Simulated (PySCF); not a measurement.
Germanium: a sound run and one with changed settings

Sound run: Ge⁺ [Ar] 3d10 4s2 4p1, Ge²⁺ [Ar] 3d10 4s2. Calculation: PySCF 2.14, in x2c-SVPall (5s4p3d, 32 functions); the spin-free X2C one-electron Hamiltonian (Gaussian nucleus). In the sound run the correlated levels freeze [Ar] 3d10. The sound run starts from symmetry-adapted Hartree-Fock orbitals and uses a fine grid where one is needed.

Changed run: initial guess 1e, at most 50 SCF cycles.

| species | method | sound run (hartree) | changed run (hartree) | converged |
| --- | --- | --- | --- | --- |
| Ge⁺ | UHF | -2096.41326 | -2096.41326 | yes |
| Ge⁺ | MN15 | -2099.33079 | -2099.33079 | yes |
| Ge⁺ | CCSD(T) | -2096.46063 | -2096.46063 | yes |
| Ge²⁺ | r2SCAN | -2097.45558 | -2097.45558 | yes |
| Ge²⁺ | MP2 | -2095.87975 | -2095.87975 | yes |

Here the plain start reaches the same solutions.
